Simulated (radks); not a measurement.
Spherical quantum dot in the effective-mass picture: electrons in a hard-walled sphere of radius 6.81, with a point charge +1 (a donor) at the centre, all in effective atomic units (hartree* = m*/eps^2 hartree, bohr* = eps/m* bohr), one dielectric constant everywhere. Calculated with a radial shooting solver with Libxc functionals: non-relativistic Kohn-Sham, r2SCAN, spin-polarised, spherical densities, generalised Kohn-Sham scheme. Levels are named by radial order and angular momentum (1s, 1p, 1d, 2s, ...), and open shells are averaged over m. Results are scaled to m* = 0.614 and eps = 16, for which hartree* = 65.26 meV and bohr* = 1.379 nm.

N = 10, configuration 1s2 1p6 1d(up 1, down 0) 2s(up 1, down 0). This is the lowest configuration that the search found. Occupied levels:

level,occupation,eigenvalue (meV),<r> (nm)
1s up,1,108.77,4.850
1s down,1,110.88,5.806
1p up,3,114.87,6.449
1p down,3,115.87,6.364
2s up,1,118.76,3.787
1d up,1,121.91,6.686

Energy (meV): total 522.846, kinetic 187.94, external -201.93, Hartree 675.23, exchange-correlation -138.40.

Electron density:

r (nm),n(r) (e/nm^3)
0.250,0.09039
0.952,0.03246
1.65,0.01223
2.36,0.005298
3.06,0.003180
3.76,0.002922
4.46,0.003464
5.17,0.004296
5.87,0.004954
6.57,0.004940
7.27,0.003944
7.98,0.002215
8.68,0.0006102
9.38,6.161e-07
